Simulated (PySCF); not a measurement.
Si(F)(Cl)(Br)(OH) (BrClFHOSi), SMILES [Si](Cl)(F)(O)Br. Geometry optimised at PBE-D3(BJ)/def2-SVP. This is a generated structure with no PubChem entry under its InChIKey; it may be hypothetical. The values are those of a single conformer.

Computed equilibrium geometry at PBE-D3(BJ)/def2-SVP (PySCF confirms it by a frequency run) as bond lengths and angles (one conformer of several):
Atoms: O1 Si2 F3 Cl4 Br5 H6. Bonded distances (Å): O1–Si2 1.649, O1–H6 0.974, Si2–F3 1.624, Si2–Cl4 2.042, Si2–Br5 2.216. Bond angles (°): Si2–O1–H6 115.7, O1–Si2–F3 111.0, O1–Si2–Cl4 107.4, O1–Si2–Br5 111.9, F3–Si2–Cl4 108.2, F3–Si2–Br5 106.8, Cl4–Si2–Br5 111.6.
Charge 0, spin multiplicity 1.
